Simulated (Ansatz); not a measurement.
# One elementary step

Start structure (BH4Br, singlet), relaxed at PBE0-D4/def2-TZVP:

```json
{"atom": "B1", "x (Å)": "0.3310", "y (Å)": "0.1460", "z (Å)": "-0.6959"}
{"atom": "H2", "x (Å)": "-0.7394", "y (Å)": "0.4541", "z (Å)": "-1.1344"}
{"atom": "H3", "x (Å)": "1.1719", "y (Å)": "0.9964", "z (Å)": "-0.6061"}
{"atom": "H4", "x (Å)": "0.6866", "y (Å)": "-0.9951", "z (Å)": "-0.7624"}
{"atom": "H5", "x (Å)": "-1.2340", "y (Å)": "-0.7993", "z (Å)": "1.6061"}
{"atom": "Br6", "x (Å)": "-0.2161", "y (Å)": "0.1977", "z (Å)": "1.5928"}
```

The step: BH₃ + HBr → BH₂Br ([BH2][Br]) + H₂; bonds formed: H2–H5; dative contacts that become bonds: B1–Br6; bonds broken: B1–H2, H5–Br6. Computed with Ansatz 0.2.0 (basis: def2-TZVPP and def2-QZVPP); correlated methods freeze the cores. Filled d shells of the heavier atoms are correlated. The def2 sets are not built for correlating such inner shells, so the correlated values are less sure here. Extrapolation: Hartree–Fock as exp(−7.88 √X), correlation as X^−2.97. Energies below are by CCSD(T) at an estimated basis limit (MP2 extrapolated from triple and quadruple zeta, plus CCSD(T) − MP2 in triple zeta).

What are the electronic barrier and the energy of the step, from the start structure to the end structure? (To be estimated.)

The calculation gives: Barrier 0.333 eV; step energy -0.623 eV (downhill); reverse barrier, their difference, 0.956 eV. Barrier and step energy count from the start structure, the reverse barrier from the end structure.

The saddle point: One imaginary mode of 315i cm⁻¹.
| pair | start (Å) | saddle (Å) | end (Å) |
| --- | --- | --- | --- |
| B1–Br6 | 2.35 | 2.41 | 1.89 |
| H2–H5 | 3.05 | 1.34 | 0.75 |
| B1–H2 | 1.20 | 1.23 | 2.96 |
| H5–Br6 | 1.42 | 1.53 | 3.62 |

Zero-point energy (harmonic, PBE0-D4): ZPE is 0.994 eV at the start and 0.962 eV at the saddle, so the barrier goes from 0.333 to 0.302 eV.

The T1 diagnostic stays at or below 0.011.

Labels in which every atom is bracketed show which atoms are joined, not bond orders.

For scale, one of the runs: CCSD(T)/def2-TZVPP, 135 basis functions (an equivalent command: `ansatz run in.yaml --threads 2`). Time: 12 s of wall clock on 2 CPU threads; the host was shared. Peak host memory: 0.72 GiB.
